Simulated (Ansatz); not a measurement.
H₅AsSi, triplet, at the geometry of the source list (a higher spin typed on purpose: for a closed-shell molecule this is an excited state); PBE0/STO-3G (Ansatz, a first-principles code).

Here is a job for Ansatz.
Ansatz 0.2 input:
```yaml
crystal:
  periodic: [false, false, false]
  atoms:
    - {symbol: Si, position_ang: [-0.82500000, 0.08340000, -0.08740000]}
    - {symbol: As, position_ang: [1.41440000, -0.16390000, -0.65270000]}
    - {symbol: H, position_ang: [-1.64530000, -0.74100000, -0.98860000]}
    - {symbol: H, position_ang: [-1.24900000, 1.47660000, -0.27050000]}
    - {symbol: H, position_ang: [-1.17730000, -0.30410000, 1.28360000]}
    - {symbol: H, position_ang: [1.63770000, -1.23170000, 0.37960000]}
    - {symbol: H, position_ang: [1.84450000, 0.88070000, 0.33590000]}
basis:
  gaussian:
    orbitals: STO-3G
    final_grid: {core_spheres: 6, valence_spheres: 12, degree: 29}
hamiltonian:
  xc: pbe0
magnetization: {spin_polarized: true, initial_magnetization: 2}
```

What the program printed (banner, timings and long lists left out):

```
Functional definition: PBE0
343 factors; integrals over basis functions are off by at most 3.7e-5 eV
mean field evaluation 1: about -68003.6140 eV, gradient 7.9e0 eV
mean field evaluation 2: about -68003.9919 eV, gradient 5.7e0 eV
mean field evaluation 4: about -68004.2765 eV, gradient 3.1e-1 eV
mean field evaluation 8: about -68004.2757 eV, gradient 4.1e-2 eV
mean field evaluation 16: about -68004.2759 eV, gradient 9.0e-5 eV
mean field -68004.27589696 eV, -2499.1110442594 hartree, gradient 3.9e-5 eV, S^2 2.002800; 2 other end points of the search recorded, 0 dependent functions left out
reference -68004.27591504 eV, -2499.1110449240 hartree; 27, 25 occupied and 5, 7 virtual orbitals, 343 factors
Total energy: -68004.27591504 eV, -2499.1110449240 hartree
```
